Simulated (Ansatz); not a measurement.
Consider the substitution at a C–C bond: `N=C(O)CBr` + HBr → `BrCBr` + `N=CO`.

Gas-phase electronic energies from Ansatz, PBE0-D4/def2-TZVP geometries. CCSD(T)/CBS adds triple-zeta CCSD(T) − MP2 to the extrapolated MP2 energy (def2 sets, frozen cores). This one scheme is used for every species. DFT in def2-TZVPP. B3LYP here is the variant with VWN-RPA as its local correlation; programs differ in this. For Br outer-core shells are correlated without core-valence functions, which leaves a few kJ/mol of doubt a bond. Scalar relativity is left out up to krypton. Each species was taken in one conformer, which may not be the lowest.

```
             level  ΔE (kJ/mol)
           PBE0-D4         47.8
          B3LYP-D4         42.8
            B2PLYP         42.2
             B3LYP         38.7
CCSD(T)/def2-TZVPP         49.1
     HF/def2-QZVPP         45.5
SCS-MP2/def2-QZVPP         43.8
    CCSD/CBS(def2)         48.4
```

**Question.** What does CCSD(T)/CBS give? (Estimate.)

**Answer.** Computed: +48.1 kJ/mol. The listed levels differ from it by -0.3, -5.3, -5.9, -9.4, 1.0, -2.6, -4.3, 0.3 kJ/mol.

Largest T1 diagnostic among the species: 0.014.

From PBE to PBE0 (25 % exact exchange), in def2-TZVPP and without D4, ΔE moves by +6.4 kJ/mol. The D4 term adds +4.1 kJ/mol with B3LYP and +2.5 kJ/mol with PBE0; it sums over pairs of atoms, weighted by their polarisabilities, and B3LYP, whose exchange is more repulsive, gets the larger term.
